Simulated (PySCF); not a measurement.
```xyz
4
charge 0 multiplicity 2, angstrom
Ru   -0.7583    0.0000    0.0000
O    -1.4581    1.4909    0.0000
O    -1.4581   -1.4909    0.0000
Br    1.5703    0.0000    0.0000
```

All numbers come from UPBE0 in PySCF with Ru def2-TZVP with ECP28, O def2-TZVP, Br def2-TZVP; scalar-relativistic core potentials, no spin–orbit coupling; density-fitted integrals.

This geometry of RuO₂Br is a stationary point at this level.

Task: What is the point group?

Result: C2v.

Task: Is it a minimum?

Result: Yes: all harmonic wavenumbers are real.

Task: Which band is strongest in the infrared?

Result: 1000 cm⁻¹ (b2), 272 km/mol.

Task: What are the dipole moment and the gap between the highest occupied and lowest empty levels of either spin?

Result: 0.73 D and 3.33 eV.

Task: Give the atomic charges and bond orders.

Result: 
```json
{"atom": "Ru1", "Mulliken": "1.30", "Löwdin": "0.34", "polar tensor": "1.55", "spin (Mulliken)": "0.68", "Mayer order to Ru1": "–"}
{"atom": "O2,3", "Mulliken": "-0.52", "Löwdin": "-0.24", "polar tensor": "-0.61", "spin (Mulliken)": "0.07", "Mayer order to Ru1": "1.76"}
{"atom": "Br4", "Mulliken": "-0.26", "Löwdin": "0.13", "polar tensor": "-0.33", "spin (Mulliken)": "0.17", "Mayer order to Ru1": "1.09"}
```
Other Mayer orders above 0.3: O–O 0.41.

Other isomers or separated fragments may lie lower. Other spin states or occupations of the open shell can lie lower.
